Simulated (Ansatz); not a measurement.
Input and output for `OC(O)[SiH3]`.

```yaml
crystal:
  periodic: [false, false, false]
  atoms:
    - {symbol: O, position_ang: [-0.760518, 0.093473, -1.354596]}
    - {symbol: C, position_ang: [-0.357213, 0.501974, -0.135537]}
    - {symbol: O, position_ang: [0.579846, 1.474099, -0.209509]}
    - {symbol: Si, position_ang: [0.255880, -0.976421, 0.759979]}
    - {symbol: H, position_ang: [-1.126048, 0.819520, -1.796548]}
    - {symbol: H, position_ang: [-1.149887, 0.952658, 0.392577]}
    - {symbol: H, position_ang: [1.328398, 1.120483, -0.621427]}
    - {symbol: H, position_ang: [-0.698139, -2.034941, 0.744630]}
    - {symbol: H, position_ang: [0.545124, -0.607632, 2.106604]}
    - {symbol: H, position_ang: [1.462237, -1.392366, 0.116611]}
basis:
  gaussian: {orbitals: x2c-TZVPPall}
hamiltonian: {xc: {name: r2SCAN0}}
```

```sh
$ ansatz run in.yaml --threads 2 --pin off --events-out ev --progress --plain --max-ram 4352MiB
```

Output, abridged:

```
Functional definition: r2SCAN0
1138 factors; their error is unknown
mean field evaluation 1: about -13118.4080 eV, gradient 5.6e1 eV
mean field evaluation 2: about -13115.8989 eV, gradient 6.8e1 eV
mean field evaluation 4: about -13123.5521 eV, gradient 1.7e0 eV
mean field evaluation 8: about -13123.5561 eV, gradient 4.4e-2 eV
mean field evaluation 16: about -13123.5766 eV, gradient 7.5e-5 eV
mean field -13123.57656398 eV, -482.2825432466 hartree, gradient 7.5e-5 eV, S^2 0.000000; 0 other end points of the search recorded, 0 dependent functions left out
reference -13123.57657310 eV, -482.2825435816 hartree; 21, 21 occupied and 198, 198 virtual orbitals, 1138 factors
Total energy: -13123.57657310 eV, -482.2825435816 hartree
Relativity: scalar
```

Run time 6 s (2 threads of an Arm Neoverse V1 on a shared host); peak host memory 0.42 GiB.
